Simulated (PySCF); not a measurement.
In(vinyl)(OH)2 (C2H5InO2), SMILES C=[CH][In]([OH])[OH].

Geometry: PBE0-D3(BJ)/def2-SVP. The structure was generated by enumeration; whether it is a known compound was not checked. The def2 effective core potentials stand for the cores of In; spin–orbit coupling is left out. One conformer was computed; it need not be the lowest.

Calculation: PBE/def2-TZVP (PySCF).

Symmetry labels are those of the subgroup Cs that the program uses (full group Cs).

Computed valence orbital energies around the gap with their symmetry:
```tsv
orbital	symmetry	energy (eV)
HOMO−7	A'	-10.69
HOMO−6	A'	-10.14
HOMO−5	A'	-8.55
HOMO−4	A"	-7.45
HOMO−3	A'	-7.18
HOMO−2	A'	-6.89
HOMO−1	A"	-6.85
HOMO	A"	-6.48
LUMO	A"	-2.16
LUMO+1	A'	-1.98
LUMO+2	A"	-0.49
LUMO+3	A'	-0.38
```
